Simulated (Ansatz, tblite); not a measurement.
Cost and result up the ladder for [TcOF4]- (TcOF4⁻) (6 atoms). The state is a singlet with charge -1. Geometry: PBE0-D4/def2-SVPD.

Cartesian coordinates in Å:
```
Tc 0.062 0.127 -0.096
O 0.649 1.337 -1.007
F 0.223 0.553 1.756
F 1.441 -1.126 0.309
F -0.579 -1.286 -1.204
F -1.796 0.395 0.241
```

Ansatz on 4 threads of Arm Neoverse V2 on a shared host; xTB runs through tblite on one thread. Times are rough, summed over both states, and most runs start from the orbitals of an earlier one. PBE0-D4/def2-TZVPD serves as the yardstick here, not as an exact answer. The other state is a doublet.

In the def2 sets Tc takes a core potential; there is no spin–orbit coupling. The xTB rows come from tblite. The order of the spin states hangs on the level: the triplet lies 0.06 eV below the singlet at r2SCAN-D4/def2-TZVPD, but 0.12 eV above it at PBE-D4/def2-TZVPD.

Raw xTB energies of ions are shifted by several eV.

```json
{"level": "r2SCAN-D4/def2-TZVPD", "functions": "240", "vertical IE (eV)": "3.26", "difference from PBE0-D4/def2-TZVPD (eV)": "-0.58", "remarks": "HOMO above zero (-1 singlet)"}
{"level": "GFN1-xTB", "functions": "29", "vertical IE (eV)": "11.42", "difference from PBE0-D4/def2-TZVPD (eV)": "7.58", "remarks": "–"}
{"level": "PBE-D4/def2-TZVPD", "functions": "240", "vertical IE (eV)": "3.10", "difference from PBE0-D4/def2-TZVPD (eV)": "-0.74", "remarks": "HOMO above zero (-1 singlet)"}
{"level": "PBE0-D4/def2-TZVPD (with forces)", "functions": "240", "vertical IE (eV)": "3.84", "difference from PBE0-D4/def2-TZVPD (eV)": "0.00", "remarks": "–"}
{"level": "GFN2-xTB", "functions": "29", "vertical IE (eV)": "9.82", "difference from PBE0-D4/def2-TZVPD (eV)": "5.99", "remarks": "–"}
```

**Question.** Estimate how long each takes.

**Answer.** GFN2-xTB 0.006 s; GFN1-xTB 0.008 s; PBE-D4/def2-TZVPD 6.5 s; PBE0-D4/def2-TZVPD (with forces) 12 s; r2SCAN-D4/def2-TZVPD 13 s. On shared hardware such times vary by a factor of up to 3.
